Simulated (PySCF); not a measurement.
```xyz
7

O      3.6344    -0.0841     0.0254
Si     2.1087    -0.0512     0.0149
Si     0.2832    -0.2152     1.3117
Si     0.3087     0.0813    -1.3205
Si    -1.5591     0.0631    -0.0078
H     -2.4455    -1.1164    -0.1496
H     -2.3304     1.3226     0.1259
```

Charge 0, multiplicity 1.

### Question
Give the Mulliken and meta-Löwdin atomic charges from r2SCAN-D4/def2-TZVP run with PySCF.

### Answer

| atom | Mulliken (e) | meta-Löwdin (e) |
|---|---|---|
| O1 | -0.53 | -0.73 |
| Si2 | 0.53 | 0.73 |
| Si3 | -0.06 | -0.06 |
| Si4 | -0.06 | -0.06 |
| Si5 | 0.11 | 0.24 |
| H6 | 0.00 | -0.06 |
| H7 | 0.00 | -0.06 |
